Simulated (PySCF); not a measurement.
Electron correlation in Ge⁺ (germanium, charge +1)

[Ar] 3d10 4s2 4p1, 2P determinant. All numbers are calculated (PySCF 2.14, a scalar-relativistic core potential, in cc-pVDZ-PP with ECP10MDF (4s3p2d, 23 functions)). Frozen: 3s2 3p6 3d10; 3 electrons correlated.

MP2 pair energies summed by pair of shells (mhartree):

```tsv
pair	energy	share (%)
4s-4s	-18.28	59.3
4s-4p	-12.57	40.7
```

Total MP2 correlation energy: -30.85 mhartree.

Same-spin part -2.10 and opposite-spin part -28.74 mhartree; SCS-MP2 scales them by 1/3 and 6/5 to -35.19 mhartree.

| level | correlation energy (mhartree) |
| --- | --- |
| CCSD | -45.92 |
| (T) | -0.42 |
| CCSD(T) | -46.34 |

Diagnostics: T1 = 0.0088, D1 = 0.0216, largest double amplitude 0.096.

Cost of the coupled-cluster step: 0.09 s of wall time on 1 thread of Neoverse-V1 (shared host), for 3 correlated electrons.

Iterations:

```
CC2 = 0
CCSD nocc = (np.int64(2), np.int64(1)), nmo = (14, 14)
frozen orbitals [[0, 1, 2, 3, 4, 5, 6, 7, 8], [0, 1, 2, 3, 4, 5, 6, 7, 8]]
max_cycle = 100
direct = 0
conv_tol = 1e-08
conv_tol_normt = 1e-06
diis_space = 8
diis_start_cycle = 0
Init t2, MP2 energy = -0.0308477692625026
Init E_corr(UCCSD) = -0.0308477692639343
cycle = 1  E_corr(UCCSD) = -0.0405979389062621  dE = -0.00975016964  norm(t1,t2) = 0.0498942
cycle = 2  E_corr(UCCSD) = -0.0438728179300009  dE = -0.00327487902  norm(t1,t2) = 0.0197644
cycle = 3  E_corr(UCCSD) = -0.045928334319185  dE = -0.00205551639  norm(t1,t2) = 0.00852582
cycle = 4  E_corr(UCCSD) = -0.045912217798811  dE = 1.61165204e-05  norm(t1,t2) = 0.000986102
cycle = 5  E_corr(UCCSD) = -0.0459240587723906  dE = -1.18409736e-05  norm(t1,t2) = 9.87638e-05
cycle = 6  E_corr(UCCSD) = -0.0459206286480286  dE = 3.43012436e-06  norm(t1,t2) = 1.51412e-05
cycle = 7  E_corr(UCCSD) = -0.0459221483211012  dE = -1.51967307e-06  norm(t1,t2) = 4.50516e-06
cycle = 8  E_corr(UCCSD) = -0.04592170346406  dE = 4.44857041e-07  norm(t1,t2) = 1.54167e-06
cycle = 9  E_corr(UCCSD) = -0.0459217120736427  dE = -8.60958264e-09  norm(t1,t2) = 1.54685e-07
UCCSD converged
E(UCCSD) = -293.1147617987214  E_corr = -0.04592171207364268
UCCSD(T) correction = -0.000422573692881796
```
